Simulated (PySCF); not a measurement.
Method: delta-SCF UKS SCAN, pcX-2 on the ionised atom, pcseg-1 elsewhere, spin-free X2C (PySCF). Geometries: PBE0-D3(BJ)/def2-SVP; isolated species, one conformer each. Kα1 is taken as the energy difference of the 1s-hole and 2p3/2-hole states at the ground state's geometry. Spin–orbit coupling isn't in the SCF: each 2p doublet comes from a relaxed spin-free hole plus a matrix of the shell (mean-field spin–orbit coupling and the ground-state 2p splitting), with 2p3/2 averaged over its two sublevels.

| site | Si 2p3/2 (eV) |
| --- | --- |
| silicon in `C#C[SiH2]N(C)CCC=C` | 106.93 |
| silicon in `CC#C[C@@H]1C[Si@H]1N(C)C` | 106.27 |
| Si4 in `[CH3:1][C:2](=[O:3])[Si@@H:4]1[CH2:5][CH2:6][SiH2:7][NH:8]1` | 106.53 |

Task: What are the Si 1s binding energies, and the Kα1 emission energies that follow?

Result: 
| site | bonded to | 1s (eV) | 2p3/2 (eV) | Kα1 = 1s − 2p3/2 (eV) |
| --- | --- | --- | --- | --- |
| silicon in `CC#C[C@@H]1C[Si@H]1N(C)C` | N, 2 C and H | 1846.11 | 106.27 | 1739.84 |
| Si4 in `[CH3:1][C:2](=[O:3])[Si@@H:4]1[CH2:5][CH2:6][SiH2:7][NH:8]1` | N, 2 C and H | 1846.36 | 106.53 | 1739.83 |
| silicon in `C#C[SiH2]N(C)CCC=C` | N, C and 2 H | 1846.87 | 106.93 | 1739.94 |

Ranges: 1s 0.76 eV, 2p3/2 0.66 eV, Kα1 0.11 eV.
